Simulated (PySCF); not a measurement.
Delta-SCF ions had no search for a lower state. Excitations are Tamm–Dancoff values on a coarser integration grid. The basis has no diffuse functions, so Rydberg states are missing or too high.

Cartesian coordinates (Å):
```xyz
6

B      1.8256    -0.0007    -0.3052
B      0.2829    -0.0027    -0.3207
B     -1.2822    -0.0011    -0.3385
H      2.9972     0.0017    -0.2940
H     -1.9221    -0.8600     0.1959
H     -1.9014     0.8627    -0.8898
```
Charge 0, spin multiplicity 1.

### Question
Estimate the vertical ionisation energy (Delta-SCF), T1 excitation (TDA), dipole moment, S1–T1 gap (TDA) and S1 excitation (TDA) that PBE-D3(BJ)/def2-TZVP // B3LYP-D3(BJ)/def2-TZVP (PySCF) returns for this input.

### Answer

```json
{
 "vertical ionisation energy (Delta-SCF)": "8.55 eV",
 "T1 excitation (TDA)": "1.88 eV",
 "dipole_moment": "1.87 D",
 "S1–T1 gap (TDA)": "-1.38 eV",
 "S1 excitation (TDA)": "0.50 eV"
}
```
